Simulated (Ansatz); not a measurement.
The cluster Sn5⁻, relaxed as a doublet with UKS PBE-D4/def2-SVPD in Ansatz, starting from the GFN1-xTB geometry. Force threshold 0.02 eV/Å.

In the def2 sets Sn takes a core potential; there is no spin–orbit coupling. Another isomer (doublet) lies 0.88 eV lower at PBE0-D4/def2-TZVPD; other spin states weren't run for this one.

Start:

```xyz
5

Sn    0.393   -1.458   -2.194
Sn   -0.635    1.770   -0.001
Sn   -0.544   -1.333    0.437
Sn   -0.981    0.522    2.489
Sn    1.767    0.500   -0.730
```

```tsv
step	energy (eV)	largest force component (eV/Å)	SCF passes
1	-29163.4236	0.537	22
2	-29163.4831	0.235	31
3	-29163.5000	0.033	29
4	-29163.5004	0.006	30
```

Force components are those of the run's own axes.

End:

Cartesian coordinates in Å:
```
Sn 0.422 -1.505 -2.228
Sn -0.676 1.829 0.033
Sn -0.572 -1.349 0.436
Sn -1.004 0.529 2.540
Sn 1.830 0.497 -0.782
```

By distances, no bond broke or formed. The bond that changes most is Sn2–Sn5, from 2.81 to 2.95 Å (atoms count from 1).

No frequencies were taken in this run, so the end may be a saddle point.

Run time 28 s (4 threads of Arm Neoverse N1 on a shared host).
